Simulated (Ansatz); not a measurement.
Species: N₂, net charge 1, doublet state. 
Coordinates optimised at B3LYP-D3(BJ)/def2-TZVP (Ansatz, a quantum-chemistry and plane-wave program):
```xyz
2

N      0.0000     0.0000    -0.5521
N      0.0000     0.0000     0.5521
```
Charge +1, spin multiplicity 2.

Total electronic energies in hartree. Valence correlation only, unless marked. UHF or UKS for open shells. Spin-orbit coupling is left out. Non-relativistic unless marked X2C.  The program attaches cautions to a run behind CCSD/aug-cc-pVDZ: large difference. The program attaches cautions to a run behind CCSD/cc-pVDZ: large difference. The program attaches cautions to a run behind X2C-CCSD(T)/cc-pVTZ-DK: other roots. The program attaches cautions to a run behind CCSD(T) with core electrons/cc-pwCVTZ: other roots. The program attaches cautions to a run behind CCSDT(Q)/cc-pVDZ: other roots.

The Hartree-Fock reference is unstable (checked in the largest basis), which strains HF and MP2. 

```csv
level,program,energy (Eh)
RI-HF/cc-pVQZ,Ansatz,-108.43621
SVWN5/def2-TZVPD,Ansatz,-108.11781
revPBE-D4/def2-TZVPD,Ansatz + dftd4,-108.98752
PBE0-D3(BJ)/def2-TZVP,Ansatz + dftd3,-108.86843
PBE0/def2-TZVP,Ansatz,-108.86808
r2SCANh/def2-TZVPD,Ansatz,-108.92786
B2GP-PLYP-D4/def2-TZVPD,Ansatz + dftd4,-108.88991
RI-MP2/cc-pVQZ,Ansatz,-108.76608
CCSD/aug-cc-pVDZ,Ansatz,-108.71305
CCSD/cc-pVDZ,Ansatz,-108.70452
CCSD/cc-pVQZ,Ansatz,-108.80835
X2C-CCSD(T)/cc-pVTZ-DK,Ansatz,-108.86508
CCSD(T) with core electrons/cc-pwCVTZ,Ansatz,-108.91423
CCSDT(Q)/cc-pVDZ,Ansatz,-108.72500
```

Totals of different functionals don't rank their quality; only differences between species are comparable.
